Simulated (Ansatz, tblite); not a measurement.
Forces on Al₅Sb₄H₁₆⁻, a cluster cut from zinc blende AlSb (hydrogen-capped) at its r2SCAN-D4/def2-SVP geometry. Charge -1, multiplicity 1.

In the def2 sets Sb takes a core potential; there is no spin–orbit coupling. The xTB rows come from tblite. Single mean-field runs in def2-TZVP are fitted with def2-universal-jkfit.

GFN2-xTB (tblite), largest force 0.59 eV/Å:

```xyz
25
positions Å, forces eV/Å
Al    2.945   -0.445   -1.569   -0.158    0.079   -0.050
Al   -0.928    1.567   -2.829    0.160   -0.091    0.038
Al   -1.059   -2.547   -0.808    0.006    0.011    0.012
Al    1.116   -1.123    2.970   -0.162    0.076   -0.054
Al   -2.758    0.888    1.709    0.149   -0.099    0.062
Sb    0.355   -0.724   -2.242    0.004    0.146    0.239
Sb    2.624    0.154    1.080   -0.189   -0.538   -0.154
Sb   -1.589    2.340   -0.291   -0.237   -0.493   -0.167
Sb   -1.194   -1.298    1.600    0.154    0.201   -0.126
H     3.642    0.820   -2.264    0.016   -0.255    0.101
H     3.706   -1.856   -1.565    0.005    0.280    0.014
H     0.041    2.689   -3.437   -0.250   -0.115    0.019
H    -2.337    1.280   -3.538    0.199    0.182    0.081
H    -0.181   -3.878   -0.650   -0.224    0.126   -0.074
H    -2.537   -2.654   -1.418    0.231   -0.109    0.074
H     1.812   -2.558    3.129   -0.013    0.273    0.065
H     1.020   -0.154    4.243    0.108   -0.220   -0.124
H    -4.234    0.574    1.167    0.181    0.178    0.124
H    -2.584    1.715    3.071   -0.156   -0.078   -0.213
H     0.487   -1.448   -3.784    0.004    0.048    0.054
H     4.178    0.397    1.743   -0.073    0.181   -0.003
H     2.178    1.798    1.148    0.132    0.000    0.053
H    -2.442    3.813   -0.414    0.165    0.051    0.073
H    -0.189    3.046    0.379   -0.088    0.105   -0.020
H    -2.074   -2.398    2.569    0.035    0.061   -0.024
```

PBE-D4/def2-TZVP (Ansatz), largest force 0.20 eV/Å:

```
Al 0.018 0.026 0.000
Al 0.020 0.021 -0.015
Al 0.005 0.008 0.010
Al 0.007 0.019 0.017
Al 0.000 0.010 0.030
Sb -0.024 0.029 0.141
Sb -0.134 -0.130 -0.070
Sb -0.009 -0.183 -0.027
Sb 0.080 0.067 -0.106
H 0.017 0.041 -0.023
H 0.015 -0.052 0.007
H 0.032 0.036 -0.015
H -0.054 -0.014 -0.010
H 0.038 -0.049 0.005
H -0.058 0.002 -0.025
H 0.022 -0.050 -0.008
H -0.006 0.034 0.037
H -0.044 -0.009 -0.034
H 0.010 0.031 0.041
H 0.003 -0.040 -0.087
H 0.101 0.029 0.045
H -0.021 0.097 0.005
H -0.051 0.100 -0.007
H 0.084 0.036 0.039
H -0.053 -0.059 0.050
```

r2SCAN-D4/def2-TZVP (Ansatz), largest force 0.11 eV/Å:

```
Al 0.053 0.018 -0.002
Al -0.001 0.040 -0.036
Al -0.008 -0.026 0.000
Al 0.032 0.007 0.040
Al -0.031 0.025 0.036
Sb 0.006 -0.041 -0.058
Sb 0.021 0.071 0.023
Sb 0.026 0.082 0.026
Sb -0.027 -0.053 0.034
H -0.029 -0.061 0.025
H -0.036 0.059 -0.005
H -0.047 -0.049 0.023
H 0.058 0.013 0.032
H -0.037 0.043 -0.011
H 0.053 -0.003 0.018
H -0.034 0.059 -0.006
H 0.003 -0.047 -0.053
H 0.063 0.017 0.019
H -0.012 -0.033 -0.060
H -0.013 0.042 0.090
H -0.084 -0.003 -0.035
H 0.036 -0.101 -0.002
H 0.048 -0.077 0.006
H -0.087 -0.046 -0.042
H 0.047 0.066 -0.062
```
